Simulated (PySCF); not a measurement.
**[Dy(O2)]+: one run**

[Dy(O2)]+ (singlet in the valence; each metal's 4f electrons, 9 of them, lie in its core potential, out of spins and levels). PySCF 2.14.0, RHF HF, Dy lcecp-1-SVP with ECP55, O def2-SVP; non-relativistic Hamiltonian with scalar-relativistic core potentials where named; density fitting; no spin-orbit coupling. Purpose: level HF.

```python
mol = gto.M(atom='''
Dy    -0.00000    -0.00000    -0.17349
O      0.75115    -0.00000     1.65331
O     -0.75115     0.00000     1.65331''',
    basis={'Dy': 'lcecp-1-SVP', 'O': 'def2-SVP'},
    ecp={'Dy': 'lcecp-1-SVP'},
    charge=1, spin=0)
mf = scf.RHF(mol)
mf = mf.density_fit()  # fitting sets: Dy AutoAux, O def2-universal-JKFIT
mf.conv_tol = 1e-08; mf.max_cycle = 55
mf.kernel(dm0)  # dm0: converged density of the relaxed state
mf.nuc_grad_method().kernel()
```

Run from Python with OMP_NUM_THREADS=2; the lines above give its settings. Where DIIS fails, smearing, a level shift and second-order steps follow.
It took 0.9 s on 2 threads of Arm Neoverse V2 (shared host), from an already converged density.

(1) Where do the frontier levels lie, over both spins?

(2) What does the SCF print?

(3) What are the Mulliken charges and spins?

(4) What forces act on the atoms (eV/Å)?

The geometry was relaxed with PBE (Dy lcecp-1-SVP with ECP55, O def2-SVP).

An lcecp potential fixes the number of 4f electrons, so in runs with it no electron can move into or out of that shell.

Results:

(1) HOMO -15.84 eV, LUMO -5.86 eV. The 4f levels lie in the core potential and are missing.

(2) 
```
init E= -185.887256384454
cycle= 1 E= -185.931274882429  delta_E= -0.044  |g|= 0.146  |ddm|= 0.587
cycle= 2 E= -185.934289037337  delta_E= -0.00301  |g|= 0.0938  |ddm|= 0.233
cycle= 3 E= -185.936513889112  delta_E= -0.00222  |g|= 0.0231  |ddm|= 0.0926
cycle= 4 E= -185.936760884454  delta_E= -0.000247  |g|= 0.00581  |ddm|= 0.0369
...
cycle= 8 E= -185.936812288268  delta_E= -3.24e-08  |g|= 4.84e-05  |ddm|= 0.000508
cycle= 9 E= -185.936812290559  delta_E= -2.29e-09  |g|= 2.28e-05  |ddm|= 0.000143
Extra cycle  E= -185.936812290629  delta_E= -7.01e-11  |g|= 2.2e-05  |ddm|= 2.99e-05
converged SCF energy = -185.936812290629
```

(3) 
```csv
atom,charge (e),spin (e)
Dy1,1.748,0.000
O2,-0.374,0.000
O3,-0.374,0.000
```
The spin of the 4f electrons in the core isn't counted.

(4) 
```
Dy   0.00  0.00  1.18
O   -1.14  0.00 -0.59
O    1.14  0.00 -0.59
```
